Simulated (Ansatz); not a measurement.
`[SiH2]1[SiH2][GeH2][SiH2][SiH2][GeH2]1`, relaxed with RKS PBE0-D4/def2-TZVP in Ansatz 0.2.0 from a GFN2-xTB geometry. The force threshold is 0.005 eV/Å; the program also tests the step.

Charge 0, multiplicity 1.

Start:

```xyz
18

Si   -0.259   -1.792   -1.294
Si   -1.970   -0.239   -1.010
Ge   -0.943    1.871   -0.740
Si    1.144    1.873    0.365
Si    1.087    0.157    1.937
Ge    0.938   -1.874    0.740
H    -0.681   -3.120   -1.747
H     0.670   -1.309   -2.330
H    -2.696   -0.535    0.237
H    -2.996   -0.230   -2.057
H    -0.838    2.568   -2.085
H    -1.888    2.847   -0.061
H     1.497    3.196    0.889
H     2.174    1.574   -0.645
H    -0.136    0.279    2.748
H     2.188    0.155    2.905
H     0.379   -2.975    1.623
H     2.328   -2.447    0.524
```

| step | energy (eV) | largest force (eV/Å) | largest move (Å) |
| --- | --- | --- | --- |
| 1 | -144717.1574 | 0.577 | 0.000 |
| 2 | -144717.3249 | 0.212 | 0.131 |
| 3 | -144717.3599 | 0.052 | 0.067 |
| 4 | -144717.3614 | 0.006 | 0.019 |
| 5 | -144717.3615 | 0.005 | 0.011 |
| 6 | -144717.3615 | 0.007 | 0.010 |
| 7 | -144717.3615 | 0.003 | 0.001 |

End:

```xyz
18

Si   -0.222   -1.757   -1.283
Si   -1.951   -0.222   -0.963
Ge   -0.982    1.951   -0.770
Si    1.137    1.840    0.323
Si    1.038    0.140    1.920
Ge    0.980   -1.952    0.771
H    -0.714   -3.091   -1.724
H     0.700   -1.229   -2.328
H    -2.651   -0.549    0.312
H    -2.952   -0.248   -2.065
H    -0.811    2.561   -2.175
H    -1.924    2.871    0.031
H     1.487    3.161    0.914
H     2.178    1.488   -0.685
H    -0.222    0.292    2.702
H     2.184    0.179    2.870
H     0.304   -3.014    1.660
H     2.420   -2.421    0.489
```

Hardware: 6 threads of an AMD EPYC 7R13 on a shared host and a share of an NVIDIA H100 80 GB. Wall time 12 s, peak host memory 1.1 GiB.
